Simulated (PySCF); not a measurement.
Screening by computed properties: pick the candidate that meets the target.

Each SMILES stands for a single optimised conformer of the isolated species, non-relativistic unless stated; the electronic structure was computed with PySCF and density fitting.

Dipoles, sizes and rotational constants follow the conformer. The torsions of the flexible species, by atom-mapped SMILES:
- `[F:1][GeH2:2][GeH2:3][SiH3:4]`: F1–Ge2–Ge3–Si4 13°
- `[CH2:1]=[CH:2]/[CH:3]=[CH:4]\[C:5]#[N:6]`: C1–C2–C3–C4 180°
- `[CH:1]#[C:2][C:3]#[C:4][CH2:5][NH2:6]`: H–N6–C5–C4 180°, H–N6–C5–C4 63°
- `[H]/[N:6]=[CH:5]/[CH:4]=[CH:3]\[C:2]#[CH:1]`: C3–C4–C5–N6 180°

(1) Wanted: electronic spatial extent ⟨r²⟩ about the centre of nuclear charge above 1000 bohr² (CAM-B3LYP/def2-SVPD) and HOMO–LUMO gap below 9.4 eV (CAM-B3LYP/def2-SVPD), at PBE0-D3(BJ)/def2-SVP geometries. Which candidate meets both?
A. `[F][GeH2][GeH2][SiH3]`
B. `C#CC#CCN`
C. `Br[BH-]1[NH2+][BH2-][NH2+]1`
D. `N#C[C@H]1[C@H]2C[C@@H]12`
E. `C=C/C=C\C#N`
F. `CC#CCC#N`

(2) Wanted: HOMO energy above -8.4 eV (CAM-B3LYP/def2-SVPD) and lowest singlet excitation below 5.7 eV (TDDFT CAM-B3LYP/def2-SVPD), at PBE0-D3(BJ)/def2-SVP geometries. Which candidate meets both?
A. `N#C[C@H]1[C@H]2C[C@@H]12`
B. `[NH2+]1[BH2-][NH2+][BH-]1Br`
C. `C#CC#CCN`
D. `[F][GeH2][GeH2][SiH3]`
E. `[H]/N=C/C=C\C#C`
F. `C=C/C=C\C#N`

(3) Wanted: smallest rotational constant between 1.5 GHz and 2 GHz (PBE0-D3(BJ)/def2-SVP) and static isotropic polarisability below 90 au (CAM-B3LYP/def2-SVPD), at PBE0-D3(BJ)/def2-SVP geometries. Which candidate meets both?
A. `N#C[C@H]1[C@H]2C[C@@H]12`
B. `C=C/C=C\C#N`
C. `C#CC#CCN`
D. `CC#CCC#N`
E. `[F][GeH2][GeH2][SiH3]`

Results:

(1) A. Computed values:
```
                    species  electronic spatial extent ⟨r²⟩ about the centre of nuclear charge  HOMO–LUMO gap
   N#C[C@H]1[C@H]2C[C@@H]12                                                          509 bohr²       10.76 eV
                C=C/C=C\C#N                                                          685 bohr²        7.52 eV
Br[BH-]1[NH2+][BH2-][NH2+]1                                                          783 bohr²        9.52 eV
                   CC#CCC#N                                                          826 bohr²       10.15 eV
                   C#CC#CCN                                                          885 bohr²        8.65 eV
      [F][GeH2][GeH2][SiH3]                                                         1176 bohr²        9.28 eV
```

(2) C. Computed values:
```
                    species  HOMO energy  lowest singlet excitation
   N#C[C@H]1[C@H]2C[C@@H]12     -9.62 eV                    7.35 eV
      [F][GeH2][GeH2][SiH3]     -9.19 eV                    6.12 eV
[NH2+]1[BH2-][NH2+][BH-]1Br     -8.89 eV                    6.90 eV
                C=C/C=C\C#N     -8.66 eV                    5.21 eV
            [H]/N=C/C=C\C#C     -8.46 eV                    4.45 eV
                   C#CC#CCN     -8.34 eV                    4.59 eV
```

(3) B. Computed values:
```csv
species,smallest rotational constant,static isotropic polarisability
[F][GeH2][GeH2][SiH3],0.905 GHz,96.5 au
C#CC#CCN,1.264 GHz,73.7 au
CC#CCC#N,1.376 GHz,62.5 au
C=C/C=C\C#N,1.670 GHz,71.8 au
N#C[C@H]1[C@H]2C[C@@H]12,2.582 GHz,56.3 au
```
